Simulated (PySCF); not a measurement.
## How the method changes the constants of SeH

State: ²Π (doublet), unpaired electrons π ↑. Set-up: H def2-SVPD, Se def2-SVPD; no relativity (PySCF 2.14). De refers to H + Se in their high-spin ground configurations, without counterpoise correction. The functionals are run spin-unrestricted. A positive dipole means H(−)Se(+).

| Level | Re (Å) | ωe (cm⁻¹) | De (eV) | μ (D) |
| --- | --- | --- | --- | --- |
| UHF | 1.458 | 2583 | 2.27 | -0.65 |
| UHF-MP2 | 1.462 | 2521 | 3.07 | n/a |
| UHF-SCS-MP2 | 1.465 | 2501 | 3.13 | n/a |
| UHF-CCSD | 1.469 | 2457 | 3.15 | n/a |
| UHF-CCSD(T) | 1.471 | 2440 | 3.19 | n/a |
| PBE | 1.489 | 2360 | 3.43 | -0.50 |
| revPBE | 1.490 | 2355 | 3.34 | -0.48 |
| r²SCAN | 1.474 | 2439 | 3.44 | -0.57 |
| B3LYP | 1.480 | 2406 | 3.43 | -0.50 |
| PBE0 | 1.474 | 2455 | 3.36 | -0.56 |
| B97-3 | 1.475 | 2450 | 3.38 | -0.56 |

(1) Which functional lies closest to UHF-CCSD(T) in De, which farthest, and by how much do they differ from it?

(2) What does the triples do here, going from UHF-CCSD to UHF-CCSD(T)?

(3) What does all correlation do here, going from UHF to UHF-CCSD(T)?

Correlated steps freeze 9 core orbitals. Correlated levels converge slowly with the basis: in double zeta they bind strong bonds too weakly, by up to about 1 eV, and carry superposition errors of some tenths. Spin–orbit coupling is left out. The state is the lowest determinant that a PBE0 search found; another state may lie lower at other levels.

The whole job (state search and all levels along the bond) took about 0.96 min on 1 thread of Intel Xeon Platinum 8488C (shared host), peak memory 0.53 GiB.

## Answers

(1) Closest is revPBE (+1.9 pm in Re, -3.5 % in ωe, +0.15 eV in De against UHF-CCSD(T) in the same basis), farthest r²SCAN (+0.3 pm in Re, -0.0 % in ωe, +0.25 eV in De). CCSD(T) converges more slowly with the basis than the functionals do and binds too weakly in this one, so the order can change at the basis-set limit.

(2) UHF-CCSD(T) less UHF-CCSD: +0.2 pm in Re, -0.7 % in ωe, +0.04 eV in De. Correlation nearly always deepens the well. The bond lengthens, as in strong covalent bonds, where excitations into antibonding orbitals dominate.

(3) UHF-CCSD(T) less UHF: +1.3 pm in Re, -5.5 % in ωe, +0.92 eV in De. Correlation nearly always deepens the well. The bond lengthens, as in strong covalent bonds, where excitations into antibonding orbitals dominate.
